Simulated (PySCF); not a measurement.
## I⁺ (iodine, charge +1) across methods

[Kr] 4d10 5s1 5p4 6s1, high-spin 5P determinant (an excited configuration). Calculation: PySCF 2.14, in aug-cc-pwCVTZ-DK3 with one added diffuse shell each of s, p, d, f type (11s10p8d5f1g, 125 functions); scalar relativity by spin-free X2C-1e.

```csv
method,E (hartree),mean ε 5p α (eV),mean ε 5p β (eV),mean ε 6s α (eV),Σ⟨r²⟩ (bohr²),⟨S²⟩
PBE0,-7113.86,-21.495,-18.597,-7.716,67.23,6.004
B97-3,-7113.80,-21.442,-18.552,-7.606,67.19,6.004
LC-wPBE,-7113.73,-24.340,-21.248,-9.148,67.36,6.003
TPSSh,-7113.90,-20.675,-18.000,-7.313,66.80,6.004
PBE,-7113.79,-20.018,-17.720,-7.245,66.92,6.003
r2SCAN,-7114.21,-20.624,-17.764,-7.197,67.09,6.007
LDA,-7107.67,-20.143,-17.962,-7.412,66.70,6.002
UHF,-7111.32934,-25.220,-19.979,-8.753,69.94,6.009
```

The outer electron is Rydberg-like, and this basis confines it to a smaller radius and binds it less than a complete one would.
